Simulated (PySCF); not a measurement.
**Spinor energies of Eu³³⁺ (europium, charge +33)**

Start: [Ar] 3d10 4s2. Calculated with PySCF 2.14 in an even-tempered Gaussian basis (17 s from 3.3 bohr⁻², ratio 2.8; 13 p from 4.3 bohr⁻², ratio 2.8; 8 d from 7.6 bohr⁻², ratio 2.8; 4 f from 18 bohr⁻², ratio 3): generalised Hartree-Fock with the X2C-1e Hamiltonian and a Gaussian nucleus; one run each with spin-orbit coupling (SO) switched off, then screened by Boettger's factors.

```csv
spinor shell,electrons,"ε, spin-free (eV)","ε, screened SO (eV)",weight of nominal j (screened SO),"rms radius, screened SO (bohr)"
1s1/2,2,-50073.6,-50065.6,1.000,0.0254
2s1/2,2,-9409.3,-9406.9,1.000,0.103
2p1/2,2,-8521.1,-8979.3,1.000,0.0880
2p3/2,4,-8521.1,-8324.4,1.000,0.0942
3s1/2,2,-3049.9,-3049.3,1.000,0.262
3p1/2,2,-2765.2,-2864.2,1.000,0.253
3p3/2,4,-2765.2,-2722.4,1.000,0.266
3d3/2,4,-2397.8,-2416.0,1.000,0.236
3d5/2,6,-2397.8,-2385.3,1.000,0.239
4s1/2,2,-1396.3,-1396.2,1.000,0.559
```

```json
{"quantity": "E (hartree)", "spin-free": "-10231.36651", "screened SO": "-10237.74753"}
{"quantity": "M_J", "spin-free": "0", "screened SO": "0"}
{"quantity": "⟨J²⟩", "spin-free": "0.000", "screened SO": "0.000"}
{"quantity": "⟨L²⟩", "spin-free": "0.000", "screened SO": "0.030"}
{"quantity": "⟨S²⟩", "spin-free": "0.000", "screened SO": "0.030"}
```

Breit and QED terms are absent; they matter most for the inner s and p1/2 levels.

Densities and radii are taken from the X2C orbitals without a picture-change correction, which distorts them close to the nucleus.

Without spin-orbit coupling the j labels of p, d and f shells carry no meaning; the spin-free column gives the mean over the occupied spinors of each nl shell.
